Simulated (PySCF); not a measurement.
Breaking a bond: SMILES [CH3][GeH3] (CH₆Ge). The Ge2–H8 bond (Ge2 also carries C, H, H; H8 carries nothing else) is pulled apart rigidly from the PBE0/def2-TZVP optimised geometry.

Levels of theory: RKS-PBE = restricted PBE/def2-TZVP in PySCF; UKS-PBE = PySCF 2.14.0 with unrestricted PBE/def2-TZVP; RKS-PBE0 = restricted PBE0/def2-TZVP in PySCF; UKS-PBE0 = unrestricted PBE0/def2-TZVP (PySCF).

Energies relative to the lowest point of each curve near equilibrium, in kcal/mol; the last columns give the difference from UKS-PBE0:

| R / Å | RKS-PBE | UKS-PBE | RKS-PBE0 | UKS-PBE0 | RKS-PBE − UKS-PBE0 | UKS-PBE − UKS-PBE0 | RKS-PBE0 − UKS-PBE0 |
|---|---|---|---|---|---|---|---|
| 1.17 | 48.6 | 48.6 | 48.0 | 48.0 | 0.6 | 0.6 | 0.0 |
| 1.25 | 26.3 | 26.3 | 25.6 | 25.6 | 0.7 | 0.7 | 0.0 |
| 1.32 | 13.7 | 13.7 | 13.1 | 13.1 | 0.6 | 0.6 | 0.0 |
| 1.39 | 5.9 | 5.9 | 5.4 | 5.4 | 0.5 | 0.5 | 0.0 |
| 1.44 | 2.6 | 2.6 | 2.2 | 2.2 | 0.3 | 0.3 | 0.0 |
| 1.51 | 0.3 | 0.3 | 0.2 | 0.2 | 0.1 | 0.1 | 0.0 |
| 1.54 | 0.0 | 0.0 | 0.0 | 0.0 | 0.0 | 0.0 | 0.0 |
| 1.58 | 0.1 | 0.1 | 0.3 | 0.3 | -0.2 | -0.2 | 0.0 |
| 1.64 | 1.3 | 1.3 | 1.7 | 1.7 | -0.4 | -0.4 | 0.0 |
| 1.71 | 3.7 | 3.7 | 4.5 | 4.5 | -0.7 | -0.7 | 0.0 |
| 1.80 | 8.1 | 8.1 | 9.3 | 9.3 | -1.2 | -1.2 | 0.0 |
| 1.93 | 15.8 | 15.8 | 17.7 | 17.7 | -1.9 | -1.9 | 0.0 |
| 2.09 | 26.3 | 26.3 | 29.1 | 29.1 | -2.8 | -2.8 | 0.0 |
| 2.29 | 39.5 | 39.5 | 43.6 | 43.6 | -4.0 | -4.0 | 0.0 |
| 2.53 | 54.1 | 54.1 | 59.6 | 59.6 | -5.6 | -5.6 | 0.0 |
| 2.78 | 67.1 | 67.1 | 74.2 | 72.2 | -5.1 | -5.1 | 2.0 |
| 3.04 | 78.2 | 76.3 | 86.9 | 79.2 | -1.0 | -2.9 | 7.7 |
| 3.41 | 90.3 | 82.3 | 101.2 | 83.8 | 6.6 | -1.4 | 17.4 |
| 3.81 | 99.5 | 84.7 | 112.5 | 85.6 | 13.9 | -0.9 | 26.9 |
| 4.12 | 104.4 | 85.3 | 118.9 | 86.1 | 18.3 | -0.8 | 32.8 |
| 4.59 | 109.5 | 85.7 | 125.8 | 86.4 | 23.1 | -0.7 | 39.4 |

RKS-PBE is furthest from UKS-PBE0 at 4.59 (23.1 kcal/mol, above); its mean absolute difference over the points is 4.2 kcal/mol.

UKS-PBE is furthest from UKS-PBE0 at 2.53 (-5.6 kcal/mol, below); its mean absolute difference over the points is 1.5 kcal/mol.

RKS-PBE0 is furthest from UKS-PBE0 at 4.59 (39.4 kcal/mol, above); its mean absolute difference over the points is 6.0 kcal/mol.

At the longest distance RKS-PBE, RKS-PBE0 leaves fractional charges on the fragments, a sign of delocalisation error or of the restricted form. The restricted form behind RKS-PBE, RKS-PBE0 keeps the bonding electrons paired and can't separate into open-shell fragments. The unrestricted determinant behind UKS-PBE is spin-contaminated at 3.04 to 4.59 Å (<S²> up to 1.0, against 0.00 for a pure singlet). The unrestricted determinant behind UKS-PBE0 is spin-contaminated at 2.78 to 4.59 Å (<S²> up to 1.0, against 0.00 for a pure singlet).
